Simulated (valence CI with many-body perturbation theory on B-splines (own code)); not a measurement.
Results of a calculation; reference values are marked as such.
Bi LXXVIII: what the settings do

Method: relativistic CI+MBPT: four valence electrons over a frozen Dirac-Fock core [He], radial functions for each j: 6 s, 6 p, 5 d, 3 f, 1 g, with the one-electron correlation potential Σ1 (screened to all orders), the two-electron term Σ2, the three-electron term Σ3, Breit, model QED; selected single and double excitations, second order for the rest, scaled by the run's own slope (own B-spline code, finite nucleus).

The last digits are not significant, and no measured levels were compared; by estimate large intervals hold to a few tenths of a per cent, small ones and those within an open d or f shell to about a per cent.

The reference run has the lowest level (2s^2 2p1/2^2) J=0 and an ionisation energy of 24154.7 eV. Its largest variational space holds 7383 state functions.

Levels are named by their leading jj configuration (3d3/2^4 stands for four electrons in 3d with j = 3/2), which in mixed levels can hold well under half, so a name can repeat and another be missing. Letters in brackets count levels of one name in rising energy.

Changed runs:
A. core polarisation of operators on → off
B. scale of Σ1 1 → 0
C. screening of Σ1 on → off
D. logarithmic knot step 0.27 → 1.1 (bad on purpose)

Excitation energies of the reference run in × 10³ cm⁻¹, and shifts in cm⁻¹:

```tsv
Level	Reference	A	B	C	D
(2s^2 2p1/2 2p3/2) J=1	19527	0	-2508	-0.3	+1127
(2s^2 2p1/2 2p3/2) J=2	19672	0	-2507	-0.3	+1122
(2s 2p1/2^2 2p3/2) J=2	22492	0	+918	-0.4	-4877
(2s 2p1/2^2 2p3/2) J=1	23322	0	+916	-0.4	-4937
(2s^2 2p3/2^2) J=2	39472	0	-4985	-0.5	+2173
(2s^2 2p3/2^2) J=0	40074	0	-4995	-0.6	+2177
(2s 2p1/2 2p3/2^2) J=2 [a]	41759	0	-1588	-0.7	-3709
(2s 2p1/2 2p3/2^2) J=3	42133	0	-1583	-0.7	-3741
(2s 2p1/2 2p3/2^2) J=0	42768	0	-1602	-0.7	-3724
(2s 2p1/2 2p3/2^2) J=1 [a]	42981	0	-1587	-0.7	-3807
(2s 2p1/2 2p3/2^2) J=2 [b]	43041	0	-1588	-0.7	-3802
(2s 2p1/2 2p3/2^2) J=1 [b]	43087	0	-1594	-0.7	-3766
Ionisation energy (eV)	24154.7	0	-0.6	-0.001	+0.12
```

No effect on these energies: A.
